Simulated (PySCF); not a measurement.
Ga(NH2)3 (GaH6N3), SMILES [NH2][Ga]([NH2])[NH2].

Coordinates come from a PBE-D3(BJ)/def2-SVP optimisation. The structure was generated by enumeration; whether it is a known compound was not checked. Other conformers were not sampled.

Calculation: C-PCM-ωB97X/def2-SVP (PySCF 2.14.0).

The values are the electrostatic part of the solvation free energy, E(continuum) − E(gas) at the gas-phase geometry, in a cavity of scaled van der Waals radii (PySCF's table); cavitation and dispersion terms are not included. A continuum can't describe solvent molecules that bind to the metal. In vacuum the orbital gap is 11.48 eV. The dipole moment in vacuum is 0.93 D.

Computed values in water (ε = 78.36), n-hexane (ε = 1.88), N,N-dimethylformamide (ε = 37.22):
```csv
solvent,ε,ΔG(elec) (kcal/mol),dipole (D),gap (eV)
water,78.36,-8.2,1.20,11.67
n-hexane,1.88,-3.7,1.04,11.57
"N,N-dimethylformamide",37.22,-8.1,1.19,11.67
```
